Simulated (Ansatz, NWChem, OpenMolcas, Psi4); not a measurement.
## InClF2 (SMILES [F][In]([F])[Cl]): the energy, rung by rung

InClF2: 4 atoms, total charge 0, spin state singlet. As SMILES, `[F][In]([F])[Cl]`. The coordinates come from a PBE0-D4/def2-TZVP relaxation.

```xyz
4

F     0.5882    0.6146    1.7496
In    0.0467   -0.0405    0.0251
F     0.8315   -1.7207   -0.4821
Cl   -1.4109    1.0863   -1.3128
```

Quantity: the energy change with the In2–F3 bond stretched from 1.923 to 3.461 Å, in eV. The values are calculated.

```json
{"level": "HF/def2-SVP (core potential) (restricted)", "kind": "Hartree–Fock", "program": "NWChem", "value (eV)": "5.48", "CPU time (all runs)": "34 s"}
{"level": "BLYP/def2-SVP (core potential) (restricted)", "kind": "GGA", "program": "Psi4", "value (eV)": "3.58", "CPU time (all runs)": "96 s"}
{"level": "revPBE/def2-SVP (core potential) (restricted)", "kind": "GGA", "program": "Ansatz", "value (eV)": "3.57", "CPU time (all runs)": "7.7 s"}
{"level": "TPSS/def2-SVP (core potential) (restricted)", "kind": "meta-GGA", "program": "Psi4", "value (eV)": "3.85", "CPU time (all runs)": "1.7 min"}
{"level": "r2SCAN/def2-SVP (core potential) (restricted)", "kind": "meta-GGA", "program": "OpenMolcas", "value (eV)": "4.13", "CPU time (all runs)": "52 s"}
{"level": "B3LYP/def2-SVP (core potential) (restricted)", "kind": "global hybrid", "program": "NWChem", "value (eV)": "4.16", "CPU time (all runs)": "59 s"}
{"level": "CAM-B3LYP/def2-SVP (core potential) (restricted)", "kind": "range-separated hybrid", "program": "Ansatz", "value (eV)": "4.73", "CPU time (all runs)": "11 s"}
{"level": "B2PLYP/def2-SVP (core potential, density fitting for correlation) (restricted)", "kind": "double hybrid", "program": "Psi4", "value (eV)": "4.19", "CPU time (all runs)": "29 s"}
{"level": "OMP2/def2-SVP (core potential, density fitting for correlation) (restricted)", "kind": "perturbation theory", "program": "Psi4", "value (eV)": "4.09", "CPU time (all runs)": "2.6 min"}
{"level": "CCSD/def2-SVP (core potential) (restricted)", "kind": "coupled cluster or CI", "program": "Psi4", "value (eV)": "4.57", "CPU time (all runs)": "92 s"}
```

The first shape isn't each level's own minimum. The values span 3.57 to 5.48 eV. In the correlated wave-function rows the outer d shell of In is correlated, in sets not made for it. CPU times are rough (shared hosts, several kinds of processor and program).
